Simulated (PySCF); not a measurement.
Computed shifts of a molecule C2H6BBrO, PBE/pcSseg-1 (PySCF), GIAO, gas phase, atoms alike by connectivity averaged where their shifts nearly agree, in ppm (number of nuclei): ¹H: 6.04 (1), 4.64 (1), 4.49 (1), 1.59 (3). ¹³C: 75.6 (1), 21.9 (1). References: ¹¹B against BF3 (σ = 83.9 ppm); ¹H against TMS (σ = 31.49 ppm); ¹⁷O against H2O (σ = 334.3 ppm); ¹³C against TMS (σ = 182.0 ppm), references at their B3LYP-D3(BJ)/def2-TZVP geometries, non-relativistic (without spin–orbit terms, shifts of atoms bonded to Cl or Br come out too high). Coordinates come from a PBE0-D3(BJ)/def2-SVP optimisation. One conformer was computed; it need not be the lowest.

Identify the compound among the candidates.
A) CCB(O)Br
B) COB(C)Br
C) CCOBBr

C, CCOBBr
